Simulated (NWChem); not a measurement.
Species: NbNH2SF2; SMILES [F][Nb]([NH2])(=[S])[F]

```xyz
7

Nb     0.0233     0.2098     0.0000
S      0.1824    -1.9443     0.0000
F      0.7968     0.9562     1.5429
F      0.7968     0.9562    -1.5429
N     -1.8974     0.5578     0.0000
H     -2.6622    -0.1243     0.0000
H     -2.2728     1.5159     0.0000
```
Atoms are numbered in this order, from 1.

All runs: NWChem. Geometry: optimised at PBE-D3(BJ)/def2-SVP. def2 effective core potentials on Nb; no spin-orbit coupling. Level M06-2X/def2-SVP: energy and gradient on several grids; changes count from the extra-fine grid, which is no exact limit either.

```tsv
grid	size of the energy change (μHa)	largest change of a gradient component (μHa/bohr)
xcoarse	30000	4000
coarse	300	700
medium	80	200
fine	10	90
xfine	< 10	< 30
```
